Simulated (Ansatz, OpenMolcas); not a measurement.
## From Ansatz to OpenMolcas

Ansatz 0.2.0 runs this on C2H5NSi (SMILES C[SiH2]C#N):

molecule.yaml:
```yaml
crystal:
  periodic: [false, false, false]
  atoms:
    - {symbol: C, position_ang: [-0.672000, 0.931100, -0.497500]}
    - {symbol: Si, position_ang: [-0.146800, -0.554600, 0.488300]}
    - {symbol: C, position_ang: [1.638300, -0.910100, 0.129800]}
    - {symbol: N, position_ang: [2.747300, -1.112400, -0.107600]}
    - {symbol: H, position_ang: [-0.554100, 0.746100, -1.566800]}
    - {symbol: H, position_ang: [-0.072800, 1.803400, -0.229800]}
    - {symbol: H, position_ang: [-1.721900, 1.160400, -0.300900]}
    - {symbol: H, position_ang: [-0.893300, -1.779400, 0.117000]}
    - {symbol: H, position_ang: [-0.236400, -0.330800, 1.950300]}
basis:
  gaussian:
    orbitals: cc-pVDZ
correlation:
  method: ccsd_t
  frozen_orbitals: {C: 1, H: 0, "N": 1, Si: 5}
accuracy: high
scf:
  omitted_lower_state_checks: [cluster_reference, increment]
```

```bash
$ ansatz run molecule.yaml --threads 1 --pin off --max-ram 3480MiB --events-out events.jsonl --progress --plain --runs-dir runs
```

Geometry: relaxed at PBE0-D4/def2-TZVP.

It gives a total energy of -422.628813 Eh.

**Question.** Translate the job to OpenMolcas 26.06 as an input file of the program's own.

**Answer.** This input was run:

run.input:
```
&GATEWAY
 BasLib=$CurrDir
 Coord
 9
 angstrom
 C       -0.672000       0.931100      -0.497500
 Si      -0.146800      -0.554600       0.488300
 C        1.638300      -0.910100       0.129800
 N        2.747300      -1.112400      -0.107600
 H       -0.554100       0.746100      -1.566800
 H       -0.072800       1.803400      -0.229800
 H       -1.721900       1.160400      -0.300900
 H       -0.893300      -1.779400       0.117000
 H       -0.236400      -0.330800       1.950300
 Basis=cc-pVDZ
 Group=NoSym

&SEWARD

&SCF
 Thresholds=1e-10 1e-07 1e-07 1e-05
 PrOrbitals=1

&RASSCF
 FileOrb=$Project.ScfOrb
 Spin=1
 Nactel=0 0 0
 Inactive=19
 Ras2=0
 OutOrbitals=Canonical
 OrbListing=Nothing

&MOTRA
 JobIph
 Frozen=8

&CCSDT
 CCT
 Triples=2
 Iterations=80
 Accuracy=1e-08
 Extrapolation=5 4
```

```bash
$ export MOLCAS_MEM=1860
$ pymolcas run.input > run.log
```

(Basis files named in the input come from the Basis Set Exchange and aren't shown.)

Its energy is -422.628813 Eh, the same as the first but for the last digit, at most.
